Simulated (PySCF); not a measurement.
# Core-level binding energies of (NaH)4 ring

Species: (NaH)4 ring, Na4H4.
Hydrogens: H2, H8 on Na1; H2, H4 on Na3; H4, H6 on Na5; H6, H8 on Na7.

Level of theory: PySCF 2.14.0, delta-SCF UKS SCAN, pcX-2 on the ionised atom, pcseg-1 elsewhere, spin-free X2C. Each binding energy is the total energy of the core-ionised species, with the hole localised on one atom, minus that of the ground state; both are solved self-consistently, so orbital relaxation is included.

Question: Give the core binding energies atom by atom.

Answer: 
```
        atom(s)           environment  level  binding energy (eV)  count
Na1/Na3/Na5/Na7  sodium bonded to 2 H  Na 1s              1077.30      4
```

Question: Express the binding energy of Na 1s of Na1/Na3/Na5/Na7 in atomic units and per mole.

Answer: 1077.30 eV = 39.5900 Eh = 103944 kJ/mol.

Question: Which photon energy gives electrons from Na 1s of Na1/Na3/Na5/Na7 a kinetic energy of 200 eV, and what is their de Broglie wavelength?

Answer: hν = 1077.30 + 200 = 1277.30 eV, recoil neglected; λ = 12.264 Å/√(E/eV) = 0.87 Å.

Atoms equivalent by their bonding share one computed value, that of the first of them. Geometry: PBE0-D3(BJ)/def2-SVP; no solvent, vibrations or thermal averaging.

Hardware: an x86-64 server with one thread (shared host). Cost: 1.3 s.
